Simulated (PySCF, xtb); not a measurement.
C2H10O2Si2, SMILES O([SiH3])[SiH2][C@H](C)O. The values are those of a single conformer.

Harmonic wavenumbers (cm⁻¹) from GFN2-xTB (xtb 6.7.1) at its own minimum, in rising order: 17, 49, 67, 77, 153, 209, 224, 340, 359, 452, 518, 540, 598, 607, 610, 639, 749, 759, 768, 789, 828, 938, 996, 1071, 1085, 1106, 1185, 1276, 1346, 1401, 1489, 1502, 2230, 2250, 2276, 2299, 2307, 2947, 3006, 3016, 3038, 3543.

What does ωB97X-D3(BJ)/def2-SVP in PySCF give at its own minimum? (An estimate is asked for; the answer gives what the named calculation found.)

31, 48, 77, 92, 152, 217, 255, 365, 435, 473, 606, 632, 674, 715, 755, 763, 895, 933, 966, 970, 978, 994, 1024, 1081, 1111, 1129, 1236, 1316, 1396, 1418, 1469, 1486, 2241, 2254, 2258, 2265, 2283, 3056, 3095, 3148, 3162, 3841. Paired by order, the mean absolute difference is 68 cm⁻¹ and the zero-point energies are 71.0 and 74.8 kcal/mol.
